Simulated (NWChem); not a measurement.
System: SiOH cation, singlet; SMILES [Si]=[OH+]

The following NWChem deck was run.

```
start job
memory heap 200 mb stack 700 mb global 900 mb
charge 1
geometry units angstroms noautoz
  O     -0.898238    -0.015632    -0.006138
  Si     0.660276     0.011523     0.004514
  H     -1.866764    -0.032698    -0.012769
end
basis spherical
  * library def2-tzvp
end
dft
  xc r2scan
  iterations 150
  mulliken
end
task dft energy
```

Low-valent species are run as closed-shell singlets; no triplet was tried in these runs. All runs use the structure optimised with PBE0/def2-SVP.

Question: What results follow from this input? (r2SCAN/def2-TZVP.) Quantities: energy (Ha); highest occupied level (eV); orbital gap (eV).

Answer: 
```
Item                           Value
---------------------------  -------
energy (Ha)                  -365.01
highest occupied level (eV)   -15.81
orbital gap (eV)                6.33
```
